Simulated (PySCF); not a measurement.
[Ti(F)(OH)3], neutral singlet in the gas phase. 

Z-matrix (Å, degrees):
```
Ti
F 1 1.7723
O 1 1.7962 2 109.05
H 3 0.9738 1 129.58 2 -112.73
O 1 1.7963 2 109.02 3 120.02
H 5 0.9740 1 129.24 2 -114.73
O 1 1.7967 2 108.94 5 119.86
H 7 0.9740 1 129.08 2 -112.92
```
Charge 0, multiplicity 1.

All levels are single points at this geometry (BP86-D3(BJ)/def2-SVP); Pople sets use spherical d functions. Orbital energies aren't observables, and empty levels follow the basis.

TPSSh-D3(BJ)/def2-TZVP in PySCF gives dipole (D) = 3.38.

Estimate the dipole (D) from each of these levels: B3LYP-D3(BJ)/def2-TZVP in PySCF; PBE-D3(BJ)/def2-TZVP in PySCF; B3LYP/6-31G* (LANL2DZ on Ti) in PySCF; HF/3-21G in PySCF; HF/6-31G* (LANL2DZ on Ti) in PySCF.


| level | dipole (D) |
|---|---|
| B3LYP-D3(BJ)/def2-TZVP in PySCF | 3.44 |
| PBE-D3(BJ)/def2-TZVP in PySCF | 3.33 |
| B3LYP/6-31G* (LANL2DZ on Ti) in PySCF | 3.48 |
| HF/3-21G in PySCF | 3.95 |
| HF/6-31G* (LANL2DZ on Ti) in PySCF | 3.68 |
